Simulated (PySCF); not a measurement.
# Spinor energies of Ag⁺ (silver, charge +1)

Start: [Kr] 4d10. Calculated with PySCF 2.14 in x2c-TZVPall-2c with one added diffuse shell each of s, p, d type (9s10p8d1f, 86 functions): generalised Hartree-Fock with the X2C-1e Hamiltonian and a Gaussian nucleus; one run each with spin-orbit coupling (SO) switched off, then screened by Boettger's factors. This is a chosen level, not necessarily the ground level.

| spinor shell | electrons | ε, spin-free (eV) | ε, screened SO (eV) | weight of nominal j (screened SO) | rms radius, screened SO (bohr) |
| --- | --- | --- | --- | --- | --- |
| 1s1/2 | 2 | -25653.6 | -25651.7 | 1.000 | 0.0357 |
| 2s1/2 | 2 | -3869.9 | -3869.3 | 1.000 | 0.146 |
| 2p1/2 | 2 | -3465.0 | -3586.4 | 1.000 | 0.127 |
| 2p3/2 | 4 | -3465.0 | -3409.1 | 1.000 | 0.131 |
| 3s1/2 | 2 | -752.75 | -752.62 | 1.000 | 0.392 |
| 3p1/2 | 2 | -616.47 | -638.65 | 1.000 | 0.387 |
| 3p3/2 | 4 | -616.47 | -606.21 | 1.000 | 0.398 |
| 3d3/2 | 4 | -402.01 | -405.81 | 1.000 | 0.374 |
| 3d5/2 | 6 | -402.01 | -399.38 | 1.000 | 0.377 |
| 4s1/2 | 2 | -124.25 | -124.23 | 1.000 | 0.981 |
| 4p1/2 | 2 | -82.744 | -86.457 | 1.000 | 1.06 |
| 4p3/2 | 4 | -82.744 | -81.039 | 1.000 | 1.09 |
| 4d3/2 | 4 | -22.050 | -22.461 | 1.000 | 1.49 |

Task: Where does 4d5/2 lie, and what is the 4d spin-orbit splitting (screened SO)?

Result: At -21.779 eV, 0.682 eV above 4d3/2.

| quantity | spin-free | screened SO |
| --- | --- | --- |
| E (hartree) | -5312.10047 | -5313.08306 |
| M_J | 0 | 0 |
| ⟨J²⟩ | 0.000 | 0.000 |
| ⟨L²⟩ | 0.000 | 0.015 |
| ⟨S²⟩ | 0.000 | 0.015 |

Breit and QED terms are absent; they matter most for the inner s and p1/2 levels.

Densities and radii are taken from the X2C orbitals without a picture-change correction, which distorts them close to the nucleus.

Without spin-orbit coupling the j labels of p, d and f shells carry no meaning; the spin-free column gives the mean over the occupied spinors of each nl shell.
